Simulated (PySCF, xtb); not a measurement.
Si(Me)(Cl)3 (CH3Cl3Si), SMILES C[Si](Cl)(Cl)Cl.

GFN2-xTB (xtb) at its own geometry gives an orbital gap of 6.85 eV and a dipole moment of 1.93 D.

The structure is a stationary point at B3LYP-D3(BJ)/def2-SVP. The isomer is the one that the SMILES or the coordinates give; other isomers of the formula were not compared.

### Question
What does CAM-B3LYP/def2-TZVP (PySCF) give? (Estimate from the structure and the level; the computed values follow.)

### Answer
gap 11.58 eV (levels -10.53 and 1.05 eV), dipole 2.03 D.
